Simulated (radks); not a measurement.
All-electron atom: Xe in [Kr] 4d9.75 5s2 5p6 5d0.25 (fractional occupations, a model configuration). Method: Dirac Kohn-Sham, PBE, spin-unpolarised, spherical densities, point nucleus; open shells are shared between the two j in proportion to 2j + 1; computed with a radial shooting solver on a logarithmic mesh with Libxc functionals.

Unscreened Slater integrals over Kohn-Sham orbitals (cm^-1). Large and small components are both included.

\begin{tabular}{lr}
integral & value \\ \hline
F0(5d5/2,5d5/2) & 8935.0 \\
F2(5d5/2,5d5/2) & 4994.5 \\
F4(5d5/2,5d5/2) & 3374.5 \\
F0(5d5/2,5d3/2) & 8941.8 \\
F2(5d5/2,5d3/2) & 4991.2 \\
G2(5d5/2,5d3/2) & 4991.2 \\
G4(5d5/2,5d3/2) & 3371.2 \\
F0(5d5/2,5p3/2) & 11421 \\
F2(5d5/2,5p3/2) & 444.32 \\
G1(5d5/2,5p3/2) & 177.01 \\
G3(5d5/2,5p3/2) & 103.23 \\
F0(5d5/2,5p1/2) & 11424 \\
G3(5d5/2,5p1/2) & 92.657 \\
F0(5d3/2,5d3/2) & 8948.8 \\
F2(5d3/2,5d3/2) & 4988.1 \\
F0(5d3/2,5p3/2) & 11476 \\
F2(5d3/2,5p3/2) & 463.59 \\
G1(5d3/2,5p3/2) & 196.22 \\
G3(5d3/2,5p3/2) & 114.40 \\
F0(5d3/2,5p1/2) & 11480 \\
G1(5d3/2,5p1/2) & 175.64 \\
F0(5p3/2,5p3/2) & 86642 \\
F2(5p3/2,5p3/2) & 46011 \\
F0(5p3/2,5p1/2) & 88709 \\
G2(5p3/2,5p1/2) & 46907 \\
F0(5p1/2,5p1/2) & 90963 \\
\end{tabular}
